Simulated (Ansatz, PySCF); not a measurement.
Dissociation curve of SeB (cation, charge +1), lowest triplet found (which spin is the ground state isn't settled by this scan). Each curve is given relative to its own lowest point between 1.59 and 2.22 Å, where full CI is lowest.

| R / Å | A | B | C |
|---|---|---|---|
| 1.47 | 76.0 | 77.3 | 75.2 |
| 1.59 | 27.9 | 29.7 | 27.6 |
| 1.71 | 6.0 | 7.4 | 6.1 |
| 1.76 | 2.0 | 3.0 | 2.1 |
| 1.86 | 0.0 | 0.0 | 0.0 |
| 1.95 | 2.9 | 1.7 | 2.5 |
| 2.00 | 5.8 | 3.8 | 4.9 |
| 2.04 | 8.5 | 5.9 | 7.3 |
| 2.13 | 27.9 | 11.3 | 13.2 |
| 2.22 | 28.5 | 17.1 | 19.4 |

Energies in kcal/mol.

Problem. Assign the columns to these levels of theory: unrestricted B3LYP/6-31G*, spherical d in PySCF; unrestricted CAM-B3LYP/cc-pVDZ run with Ansatz (an electronic-structure program); unrestricted MP2 (frozen core)/6-31G*, spherical d (PySCF 2.14.0).

Solution. A is UMP2/6-31G*; B is UKS-B3LYP/6-31G*; C is UKS-CAM-B3LYP.

The scan ran from 1.47 to 6.92 Å; beyond the distances shown full CI changes its symmetry label. The unrestricted determinant behind UMP2/6-31G* is spin-contaminated at 2.13 to 2.22 Å (<S²> up to 2.5, against 2.00 for a pure triplet).
